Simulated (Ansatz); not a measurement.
C8H18O2Si (`CC(C)(C)O[Si]OC(C)(C)C`) at its PBE0-D4/def2-TZVP geometry, where that method's forces vanish. The species carries charge 0 and has multiplicity 1.

```xyz
29

C    -0.9290   -1.4712    1.7340
C     0.2461   -2.1082    1.0078
C     0.3505   -3.5838    1.3543
C     1.5458   -1.3890    1.3352
O     0.0171   -2.0525   -0.4058
Si   -0.2037   -0.9453   -1.5840
O    -0.1299    0.4824   -0.7466
C    -0.2600    1.8368   -1.1763
C     0.9070    2.5980   -0.5672
C    -1.5809    2.3564   -0.6291
C    -0.2315    1.9522   -2.6940
H    -0.8007   -1.5634    2.8152
H    -1.8595   -1.9712    1.4560
H    -1.0089   -0.4138    1.4804
H     0.5275   -3.7171    2.4240
H     1.1738   -4.0442    0.8047
H    -0.5726   -4.1015    1.0865
H     1.7684   -1.4760    2.4014
H     2.3727   -1.8323    0.7758
H     1.4746   -0.3318    1.0782
H     0.8510    3.6595   -0.8189
H     1.8543    2.2034   -0.9410
H     0.8970    2.4978    0.5200
H    -2.4159    1.7940   -1.0530
H    -1.6090    2.2484    0.4570
H    -1.7147    3.4120   -0.8766
H    -1.0634    1.4105   -3.1499
H     0.6994    1.5481   -3.0995
H    -0.3054    3.0015   -2.9886
```

(1) What forces (eV/Å) does B3LYP-D4/def2-TZVPP give on these atoms in Ansatz? (An estimate is asked.)

## Answers

(1) Computed: 
```
C1  -0.185  0.124  0.105
C2   0.022 -0.033  0.160
C3   0.016 -0.229  0.051
C4   0.201  0.136  0.043
O5  -0.029 -0.077 -0.213
Si6 -0.028 -0.104 -0.171
O7   0.028 -0.170  0.102
C8  -0.012  0.165 -0.014
C9   0.185  0.118  0.099
C10 -0.209  0.078  0.090
C11  0.003  0.029 -0.258
H12 -0.021  0.013 -0.052
H13  0.041  0.037  0.021
H14 -0.012 -0.074  0.031
H15 -0.008 -0.013 -0.054
H16 -0.046  0.010  0.034
H17  0.054  0.013  0.018
H18  0.002  0.014 -0.056
H19 -0.034  0.035  0.033
H20  0.026 -0.073  0.027
H21  0.018 -0.050  0.021
H22 -0.043  0.028  0.030
H23  0.015  0.010 -0.061
H24  0.035  0.036  0.032
H25 -0.012  0.009 -0.062
H26 -0.009 -0.053  0.020
H27  0.059  0.047  0.013
H28 -0.062  0.033  0.009
H29  0.004 -0.060  0.001
```

B3LYP here is the variant with VWN-RPA as its local correlation; programs differ in this.
